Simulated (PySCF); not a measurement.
Ti(Cl)2(O) cation (Cl2OTi), SMILES [Cl][Ti]([Cl])=[O] (connectivity only; charge and spin as stated), charge +1, multiplicity 2.

Coordinates come from a ωB97X-D3(BJ)/def2-SVP optimisation. The spin state was assumed, not searched. The isomer is the one that the SMILES or the coordinates give; other isomers of the formula were not compared.

These are PySCF with ωB97X-D3(BJ)/def2-SVP values and carry that method's errors.

Frequencies are harmonic and unscaled.

Problem. List the normal modes with their intensities. (An estimate is asked for; the answer gives what the named calculation found.)

Solution. 
| mode | ν (cm⁻¹) | IR (km/mol) | moving atoms (share of kinetic energy) |
|---|---|---|---|
| 1 | 164 | 15.4 | O 59 %, Cl 37 % |
| 2 | 191 | 4.9 | O 51 %, Cl 35 %, Ti 15 % |
| 3 | 215 | 25.4 | Cl 65 %, Ti 23 %, O 12 % |
| 4 | 298 | 0.8 | Cl 53 %, Ti 43 % |
| 5 | 441 | 78.1 | Cl 56 %, Ti 43 % |
| 6 | 1235 | 199.3 | O 75 %, Ti 25 % |
